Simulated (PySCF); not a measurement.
**Relaxation of doublet RuO₃⁺**

These are results of UPBE0/[Ru def2-TZVP with ECP28, O def2-TZVP], scalar-relativistic core potentials, density fitting, no spin–orbit coupling, PySCF, not measurements. A (50,194) grid was used.

A hand-made trigonal pyramidal start, of C3v symmetry, held to at least that symmetry:

Coordinates in bohr (charge 1 multiplicity 2):
```
Ru    0.0000    0.0000   -0.4759
O     2.7961    0.0000    1.0107
O    -1.3980    2.4215    1.0107
O    -1.3980   -2.4215    1.0107
```

Task: What does it relax to?

Result: It ends at C3v with Ru–O 1.641 Å (×3); O–Ru–O 113.4° (×3). A frequency run shows a minimum.

Task: How much energy is released, and in how many steps?

Result: 79.8 kJ/mol in 5 steps.

Other spin states or occupations of the open shell can lie lower.

The relaxation took 18 s on 4 threads of a shared Arm Neoverse V1 host, with 133 basis functions and 6 gradients; the process peaked at 0.75 GiB. Launch command: `OMP_NUM_THREADS=4 python axn.py task.json out`.
